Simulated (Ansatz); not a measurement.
The cluster As4O6⁺, relaxed as a doublet with UKS r2SCAN-D4/def2-SVP in Ansatz, starting from the GFN2-xTB geometry. Force threshold 0.03 eV/Å.

The relaxation made no stability test and no search for a lower SCF solution. The structure comes from a short search, and lower isomers may exist.

Start:

Cartesian coordinates in Å:
```
As 1.5514 0.8553 -0.8457
As -0.7779 -1.2653 -1.2836
As 0.6321 -1.0125 1.5583
As -1.2413 1.2563 0.5030
O 0.5568 -0.2475 -1.7634
O -0.2194 -1.8308 0.2712
O 1.7514 -0.0330 0.6443
O -1.8058 0.0877 -0.6201
O 0.1658 1.8860 -0.2499
O -0.6132 0.3039 1.7858
```

| step | energy (eV) | largest force component (eV/Å) | SCF passes |
| --- | --- | --- | --- |
| 1 | -255596.9505 | 2.228 | 23 |
| 2 | -255597.1843 | 0.511 | 23 |
| 3 | -255597.2324 | 0.100 | 23 |
| 4 | -255597.2347 | 0.041 | 26 |
| 5 | -255597.2348 | 0.012 | 18 |
| 6 | -255597.2348 | 0.001 | 18 |

Force components are those of the run's own axes.

End:

Cartesian coordinates in Å:
```
As 1.593 0.887 -0.869
As -0.805 -1.300 -1.320
As 0.647 -1.040 1.607
As -1.236 1.251 0.501
O 0.567 -0.253 -1.789
O -0.223 -1.860 0.276
O 1.777 -0.035 0.652
O -1.857 0.094 -0.637
O 0.168 1.942 -0.256
O -0.632 0.314 1.835
```

By distances, no bond broke or formed. The bond that changes most is As2–O8, from 1.82 to 1.88 Å (atoms count from 1).

The force fell under the threshold at step 5, but the optimiser went on. No frequencies were taken in this run, so the end may be a saddle point.

It took 36 s on 4 threads of Intel Xeon Platinum 8488C on a shared host.
